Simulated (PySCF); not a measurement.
A drawing and its optimised geometry.

C6H11AlN2Si. Drawn bonds (atoms numbered from 1): C1–C2, C2≡C3, C3–C4, C4–N5, N5=C6, C6–Al7, Al7–N8, N8≡C9, C9–Si10, C1–H11, C1–H12, C1–H13, C4–H14, C4–H15, C6–H16, Al7–H17, Al7–H18, Si10–H19, Si10–H20, Si10–H21.

Geometry after optimisation with GFN2-xTB (Å):

```
atom  x, y, z in Å
C1    -4.686    0.577    1.161
C2    -3.657    0.117    0.255
C3    -2.830   -0.281   -0.516
C4    -1.768   -0.718   -1.405
N5    -0.497   -0.677   -0.714
C6     0.473    0.091   -1.031
Al7    0.920   -1.069    0.602
N8     2.698   -0.237    0.636
C9     3.691    0.307    0.414
Si10   5.287    1.211    0.047
H11   -4.303    0.574    2.181
H12   -5.554   -0.079    1.107
H13   -4.990    1.591    0.899
H14   -1.958   -1.756   -1.705
H15   -1.747   -0.077   -2.302
H16    0.346    0.765   -1.896
H17    1.314   -2.559    0.352
H18    0.362   -0.663    1.996
H19    4.992    2.190   -0.996
H20    5.674    1.836    1.309
H21    6.223    0.181   -0.394
```

Here a drawn bond counts as lost beyond 1.3 times the sum of covalent radii plus 0.1 Å; another pair counts as a new contact within 1.08 times that sum, or 1.2 times among H, C, N, O, F, S and Cl. Covalent radii used (Å): Al 1.21, C 0.73, H 0.31, N 0.71, Si 1.11.

Question: Which drawn bonds no longer describe this geometry, and which new contacts appear?

Answer: No drawn bond is lost. New contacts: N5–Al7 (1.97 Å; radii sum 1.92 Å). The tight-binding optimisation can itself be at fault, so a check at a higher level is due before the drawing is dismissed.

Question: How long is each drawn bond in this geometry?

Answer: 
```csv
drawn bond,length (Å),over radii sum
C1–C2,1.446,0.99
C2–C3,1.199,0.82
C3–C4,1.452,0.99
C4–N5,1.447,1.01
N5–C6,1.278,0.89
C6–Al7,2.052,1.06
Al7–N8,1.963,1.02
N8–C9,1.153,0.80
C9–Si10,1.871,1.02
C1–H11,1.089,1.05
C1–H12,1.090,1.05
C1–H13,1.090,1.05
C4–H14,1.097,1.05
C4–H15,1.103,1.06
C6–H16,1.104,1.06
Al7–H17,1.561,1.03
Al7–H18,1.556,1.02
Si10–H19,1.461,1.03
Si10–H20,1.460,1.03
Si10–H21,1.460,1.03
```

The numbers are calculated, not measured.
